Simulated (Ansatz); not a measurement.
`CCCC(C)CC` + `N[SiH](O)Cl` → `CO[SiH](N)Cl` + `CCCCCC`  (substitution at a C–C bond)

Isolated molecules relaxed with PBE0-D4/def2-TZVP in Ansatz; ΔE leaves out vibrations. CBS: MP2 limit from def2 TZ/QZ plus the TZ coupled-cluster correction, frozen cores. DFT in def2-TZVPP. One conformer a species, not always the lowest.

`CCCC(C)CC`:

```xyz
23

C    -1.926   -1.643   -2.160
C    -0.765   -1.477   -1.195
C    -0.732   -0.099   -0.554
C     0.348    0.105    0.505
C     1.748   -0.023   -0.082
C     0.147    1.449    1.202
C     1.050    1.690    2.399
H    -2.884   -1.498   -1.653
H    -1.871   -0.910   -2.971
H    -1.936   -2.637   -2.613
H    -0.829   -2.238   -0.408
H     0.173   -1.668   -1.727
H    -1.710    0.094   -0.096
H    -0.611    0.662   -1.337
H     0.224   -0.683    1.263
H     1.905   -0.997   -0.547
H     1.912    0.743   -0.847
H     2.519    0.098    0.681
H     0.287    2.251    0.466
H    -0.898    1.517    1.525
H     2.103    1.744    2.115
H     0.800    2.631    2.896
H     0.946    0.889    3.137
```

`N[SiH](O)Cl`:

Cartesian coordinates in Å:
```
N -0.703 0.264 0.944
Si 0.434 0.185 -0.317
O 0.808 -1.362 -0.677
Cl -0.468 1.166 -1.885
H -1.383 1.005 0.978
H -0.503 -0.115 1.856
H 1.745 0.820 -0.091
H 0.072 -1.964 -0.809
```

`CO[SiH](N)Cl`:

```xyz
11

C    -1.516   -0.914   -0.732
O    -0.157   -0.710   -0.413
Si    0.397    0.537    0.480
N     2.079    0.534    0.639
Cl   -0.146    2.281   -0.473
H    -1.886   -0.124   -1.393
H    -2.141   -0.941    0.167
H    -1.603   -1.873   -1.245
H    -0.238    0.515    1.816
H     2.533   -0.095    1.282
H     2.678    0.790   -0.129
```

`CCCCCC`:

```xyz
20

C    -0.506   -1.221    2.019
C    -0.330    0.209    1.536
C     0.899    0.420    0.659
C     0.929   -0.410   -0.622
C    -0.266   -0.213   -1.548
C    -0.438    1.216   -2.038
H    -0.677   -1.912    1.190
H    -1.357   -1.308    2.698
H     0.383   -1.566    2.556
H    -0.256    0.876    2.402
H    -1.230    0.525    0.996
H     1.795    0.185    1.244
H     0.977    1.482    0.407
H     1.008   -1.472   -0.367
H     1.846   -0.165   -1.171
H    -1.183   -0.538   -1.044
H    -0.150   -0.878   -2.410
H    -1.262    1.294   -2.751
H    -0.650    1.904   -1.217
H     0.468    1.571   -2.539
```

```
             level  ΔE (kJ/mol)  difference from CCSD(T)/CBS
            PBE-D4         58.6                         -6.7
         r2SCAN-D4         60.3                         -5.0
               PBE         58.9                         -6.4
            r2SCAN         60.3                         -5.0
     HF/def2-TZVPP         49.8                        -15.5
CCSD(T)/def2-TZVPP         62.4                         -2.9
     HF/def2-QZVPP         49.5                        -15.8
    MP2/def2-QZVPP         69.6                          4.3
SCS-MP2/def2-QZVPP         63.6                         -1.7
     MP2/CBS(def2)         70.9                          5.6
       CCSD(T)/CBS         65.3                            0
```

Largest T1 diagnostic among the species: 0.010.

In def2-TZVPP, CCSD(T) changes the Hartree–Fock value by +12.7 kJ/mol (the triples alone add +1.2 kJ/mol) and MP2 by +18.3 kJ/mol.
